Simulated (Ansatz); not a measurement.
The same bond dissociation along the group O, S, Se.

Computed with Ansatz on PBE0-D4/def2-TZVP structures; ΔE is electronic, products minus reactants. CCSD(T)/CBS adds triple-zeta CCSD(T) − MP2 to the extrapolated MP2 energy (def2 sets, frozen cores). This one scheme is used for every species, atoms too. DFT in def2-TZVPP. B3LYP here is the variant with VWN-RPA as its local correlation; programs differ in this. Open shells (•) are unrestricted, without spin–orbit coupling. Bonds to Se are less sure, by a few kJ/mol each and by 10 to 20 or more in all where they break to atoms, as the def2 sets lack core-valence functions. Scalar relativity is left out up to krypton.

```csv
reaction,PBE-D4 (eV),B2PLYP (eV),B3LYP-D4 (eV),CCSD/CBS(def2) (eV),CCSD(T)/CBS(def2) (eV)
`O[SiH3]` → H• + `O[SiH2]`•,3.94,4.15,4.15,4.27,4.27
`[SiH3]S` → H• + `[SiH2]S`•,3.81,4.02,4.01,4.14,4.14
`[SiH3][SeH]` → H• + `[SiH2][SeH]`•,3.78,3.99,3.98,4.11,4.11
```

Largest T1 diagnostic: 0.016, for `[SiH2]S`•.
